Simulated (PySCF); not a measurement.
C4H6BF, SMILES CB(CF)C#C. Geometry optimised at PBE0-D3(BJ)/def2-SVP. This is a generated structure with no PubChem entry under its InChIKey; it may be hypothetical. One conformer was computed; it need not be the lowest.

Problem. Give the equilibrium geometry at PBE0-D3(BJ)/def2-SVP (PySCF confirms it by a frequency run) as Cartesian coordinates in Å, and its point group. (The exact figures need the calculation; the answer reports its results.)

Solution. This is not unique; one that fits is point group Cs.
```xyz
12

C      1.1333    -2.2049     0.0000
C      0.3881    -1.2403     0.0000
B     -0.5474    -0.0380     0.0000
C     -2.1035    -0.2410     0.0000
C      0.0265     1.4248     0.0000
F      1.3925     1.5426     0.0000
H      1.7985    -3.0501     0.0000
H     -2.3985    -0.8426     0.8768
H     -2.6859     0.6920     0.0000
H     -2.3985    -0.8426    -0.8768
H     -0.3886     1.9592    -0.8799
H     -0.3886     1.9592     0.8799
```
